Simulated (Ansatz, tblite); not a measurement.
Forces on B(OPMe3)Cl3 (C₃H₉BCl₃OP) at its r2SCAN-D4/def2-SVP geometry. Total charge 0; singlet.

The xTB rows come from tblite.

GFN1-xTB (tblite), largest force 1.53 eV/Å:

```xyz
18
positions Å, forces eV/Å
B    -0.208   -2.408   -0.280   -0.229   -1.316   -0.498
O     0.196   -1.230    0.566   -0.109    1.499   -0.294
P     0.103    0.290    0.205    0.214   -0.588    0.442
C     1.608    0.844   -0.608    0.490   -0.058   -0.233
C    -0.037    1.132    1.786   -0.053    0.119    0.595
C    -1.316    0.731   -0.805   -0.393   -0.153   -0.295
H     1.584    1.932   -0.775    0.092   -0.416   -0.009
H     1.692    0.306   -1.563    0.138    0.255    0.176
H     2.468    0.581    0.025   -0.134    0.144   -0.270
H     0.813    0.839    2.420   -0.268    0.180   -0.056
H    -0.046    2.224    1.657   -0.004   -0.368    0.123
H    -0.967    0.807    2.276    0.271    0.196   -0.006
H    -1.214    0.242   -1.785   -0.156    0.235    0.178
H    -2.227    0.347   -0.323    0.133    0.185   -0.211
H    -1.361    1.825   -0.918   -0.116   -0.439   -0.048
Cl    0.641   -3.872    0.391   -0.113    0.208   -0.091
Cl    0.332   -2.046   -2.059   -0.128    0.176    0.514
Cl   -2.060   -2.545   -0.209    0.364    0.142   -0.018
```

GFN2-xTB (tblite), largest force 0.85 eV/Å:

```
B 0.020 -0.086 -0.102
O -0.169 0.640 -0.398
P 0.008 -0.839 0.127
C 0.539 0.086 -0.268
C -0.053 0.156 0.645
C -0.423 0.040 -0.312
H 0.002 -0.475 0.051
H 0.032 0.218 0.242
H -0.244 0.097 -0.222
H -0.283 0.113 -0.171
H 0.011 -0.453 0.005
H 0.304 0.130 -0.124
H -0.059 0.199 0.256
H 0.227 0.151 -0.156
H -0.018 -0.489 0.016
Cl -0.170 0.329 -0.113
Cl -0.145 0.068 0.535
Cl 0.422 0.114 -0.011
```

PBE-D4/def2-TZVP (Ansatz), largest force 0.50 eV/Å:

```
B -0.030 0.062 -0.135
O 0.027 0.493 0.072
P 0.014 -0.425 0.068
C 0.075 -0.003 -0.041
C -0.007 0.009 0.121
C -0.046 -0.022 -0.048
H -0.002 -0.060 0.006
H -0.002 0.052 0.047
H -0.045 0.031 -0.029
H -0.041 0.036 -0.030
H 0.005 -0.061 -0.005
H 0.048 0.032 -0.030
H -0.008 0.050 0.058
H 0.046 0.055 -0.021
H -0.003 -0.057 0.007
Cl 0.012 -0.042 0.014
Cl 0.008 -0.081 -0.051
Cl -0.049 -0.070 -0.002
```
